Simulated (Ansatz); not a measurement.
PbCl₂⁺, relaxed as a doublet with UKS PBE0-D4/def2-TZVP in Ansatz, starting from the GFN1-xTB geometry. Force threshold 0.02 eV/Å.

In the def2 sets Pb takes a core potential; there is no spin–orbit coupling. The relaxation made no stability test and no search for a lower SCF solution. Another isomer (doublet) lies 0.33 eV lower at PBE0-D4/def2-TZVP; other spin states weren't run for this one.

Start:

```xyz
3

Pb    0.4153   -0.8776   -0.2832
Cl   -0.4608    0.9147   -1.7082
Cl    0.0455   -0.0371    1.9915
```

| step | energy (eV) | largest force component (eV/Å) | SCF passes |
| --- | --- | --- | --- |
| 1 | -30279.3251 | 0.722 | 25 |
| 2 | -30279.4103 | 0.273 | 29 |
| 3 | -30279.4238 | 0.022 | 26 |
| 4 | -30279.4239 | 0.002 | 27 |

Force components are those of the run's own axes.

End:

| atom | x (Å) | y (Å) | z (Å) |
| --- | --- | --- | --- |
| Pb1 | 0.312 | -0.660 | -0.213 |
| Cl2 | -0.433 | 0.851 | -1.919 |
| Cl3 | 0.121 | -0.191 | 2.132 |

By distances, no bond broke or formed. The bond that changes most is Pb1–Cl3, from 2.45 to 2.40 Å (atoms count from 1).

No frequencies were taken in this run, so the end may be a saddle point.

Hardware: 4 threads of Arm Neoverse V2 on a shared host. Wall time 6.5 s.
